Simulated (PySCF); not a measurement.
trans-(1R,2R)-1-chloro-2-methylcyclopropane (C4H7Cl), SMILES C1[C@@H](C)[C@@H]1Cl.

Coordinates come from a B3LYP-D3(BJ)/def2-SVP optimisation.

Calculation: SMD-B3LYP/6-31G* (PySCF).

Solvation free energies are E(SMD) − E(gas) at the gas-phase geometry, for 1 M in both phases. In vacuum the dipole moment is 2.16 D.

```
solvent          ΔG(solv) (kcal/mol)  its non-electrostatic (CDS) part  dipole (D)
---------------  -------------------  --------------------------------  ----------
water                           -0.9                               2.4        2.75
toluene                         -4.9                              -3.3        2.45
tetrahydrofuran                 -4.9                              -2.2        2.65
```
